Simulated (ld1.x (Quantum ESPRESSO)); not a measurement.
Results of a calculation; reference values are marked as such.
# Hardness and transferability of assorted potentials

Generated with ld1.x 7.5 (TM, RRKJ, ultrasoft, PAW), atompaw 4.2 or ONCVPSP 4.0.1. The cutoff is in Ry: for ld1.x and atompaw files where the sum of valence levels is converged to 10 mRy in a Bessel basis, for ONCV files where the hardest occupied wave has 1 mHa per electron of residual kinetic energy. The error is the largest all-electron minus pseudo excitation energy over each file’s own four to seven test configurations (ionisations up to +4, promotions, holes and added fractions of an electron), all of which were solved. The labels leave out finer settings (local radius, basis sizes, second energies), which also bear on the numbers. Spin-polarised tests are not counted. The rows are a selection from randomly drawn settings: files with unsolved tests, undetermined cutoffs or missed reference levels are left out.

A true bound ghost makes a file unfit for plane-wave use even where its test errors are small: the radial tests pick states by their node count and pass the ghost by.

| element | potential | cutoff (Ry) | largest error (meV) | bound ghosts |
| --- | --- | --- | --- | --- |
| Br | PAW, LDA (PZ), scalar-relativistic, rc 1.45/1.55/1.60 (spd), local smoothed, core correction yes, reference 4s2 4p3 | 18 | -111 | none |
| In | TM, PBE, scalar-relativistic, rc 1.70/2.50/1.80 (spd), local p, core correction no, reference 4d10 5s1 5p2 | 70 | -201 | none |
| Xe | TM, LDA (PZ), scalar-relativistic, rc 1.25/1.80/1.40 (spd), local d, core correction no, reference 4d10 5s2 5p6 | 140 | -364 | s, p |
| Re | RRKJ, PBE, scalar-relativistic, rc 2.25/2.80/1.35/2.15 (spdf), local s, core correction no, reference 5d5 6s1.75 6p0 | 80 | +48 | none |

Problem. Fill in the row for Hf: TM, PBE, scalar-relativistic, rc 2.25/4.20/3.06 (spd), local d, core correction no, reference 5d2 6s2 6p0.

Solution. cutoff 18 Ry, largest error +303 meV, bound ghosts: s.

Problem. Fill in the row for Ta: TM, PBE, fully relativistic, rc 2.65/4.00/2.85 (spd), local s, core correction yes, reference 5d3 6s1.5 6p0.

Solution. cutoff 21 Ry, largest error -207 meV, bound ghosts: none.
